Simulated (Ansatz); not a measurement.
```yaml
crystal:
  periodic: [false, false, false]
  atoms:
    - {symbol: Cl, position_ang: [-0.572321, -0.315251, 2.133952]}
    - {symbol: Zr, position_ang: [0.026164, -0.032495, 0.014528]}
    - {symbol: Cl, position_ang: [1.898700, -1.159292, -0.377933]}
    - {symbol: Br, position_ang: [-1.693077, -0.836801, -1.406481]}
    - {symbol: Br, position_ang: [0.388439, 2.273088, -0.403810]}
basis:
  gaussian: {orbitals: def2-SVPD, point_charges: [{charge: 0.50, position_ang: [5.920, -0.753, -0.206]}]}
total_charge: 3
magnetization: {spin_polarized: true, initial_magnetization: 1}
hamiltonian: {xc: {name: B2PLYP}}
output: {forces: true}
```

```sh
$ ansatz run in.yaml --threads 8 --pin off --events-out ev --progress --plain --max-ram 18278MiB
```

Shortened log:

```
Functional definition: B2PLYP
  name "B2PLYP"
  cite "Grimme, J. Chem. Phys. 124, 034108 (2006) doi:10.1063/1.2148954"
  cite "Becke, Phys. Rev. A 38, 3098 (1988) doi:10.1103/PhysRevA.38.3098"
  cite "Lee, Yang & Parr, Phys. Rev. B 37, 785 (1988) doi:10.1103/PhysRevB.37.785"
  parameter a = 0.53
  parameter c = 0.27
  exchange = (1 - a)*b88_x + a*exact_x
  correlation = (1 - c)*lyp_c + c*(mp2_os + mp2_ss)
1595 factors; integrals over basis functions are off by at most 7.3e-4 eV
mean field evaluation 1: about -166295.7073 eV, gradient 4.0e1 eV
mean field evaluation 2: about -166295.9181 eV, gradient 4.0e1 eV
mean field evaluation 4: about -166297.3936 eV, gradient 3.5e1 eV
mean field evaluation 8: about -166309.4161 eV, gradient 3.4e0 eV
mean field evaluation 16: about -166309.9083 eV, gradient 3.6e-1 eV
mean field evaluation 32: about -166309.9580 eV, gradient 6.0e-2 eV
mean field evaluation 64: about -166309.7925 eV, gradient 2.0e-1 eV
mean field evaluation 96: about -166309.9611 eV, gradient 9.3e-1 eV
mean field evaluation 128: about -166309.9719 eV, gradient 4.2e-2 eV
mean field evaluation 160: about -166309.9720 eV, gradient 6.0e-2 eV
mean field evaluation 256: about -166309.9718 eV, gradient 3.5e-2 eV
mean field evaluation 288: about -166309.9686 eV, gradient 1.1e-1 eV
mean field evaluation 352: about -166309.9476 eV, gradient 4.7e-1 eV
mean field -166309.97288305 eV, -6111.7787745036 hartree, gradient 3.0e-6 eV, S^2 1.772876; 20 other end points of the search recorded, 0 dependent functions left out
28 core orbitals not correlated: weight in the atoms' cores, before any rotation towards them, 1.000 or more for the frozen orbitals, at most 0.000 for the correlated occupied ones
reference -166309.97312826 eV, -6111.7787835148 hartree; 29, 28 occupied and 113, 114 virtual orbitals, 1595 factors
second order -31.65385712 eV of doubles, -0.00000000 eV of singles
the calculation of the forces begins
Total energy: -166318.51966968 eV, -6112.0928631190 hartree
Atom 0 at    -0.572321    -0.315251     2.133952 Å, force    -0.914140    -0.701833     3.909826 eV/Å
Atom 1 at     0.026164    -0.032495     0.014528 Å, force     1.746879    -1.200877    -0.100005 eV/Å
Atom 2 at     1.898700    -1.159292    -0.377933 Å, force     1.216503    -0.934766    -0.138116 eV/Å
Atom 3 at    -1.693077    -0.836801    -1.406481 Å, force    -3.367654    -1.681915    -2.822076 eV/Å
Atom 4 at     0.388439     2.273088    -0.403810 Å, force     0.751059     4.569889    -0.847069 eV/Å
Dipole moment:    -0.196166    -0.068246     0.359087 e Å
```

Q: What is wrong with this run?

A: The charge is far from anything that the molecule holds. The calculation finished and met its thresholds. The result belongs to that input, not to the molecule as meant.
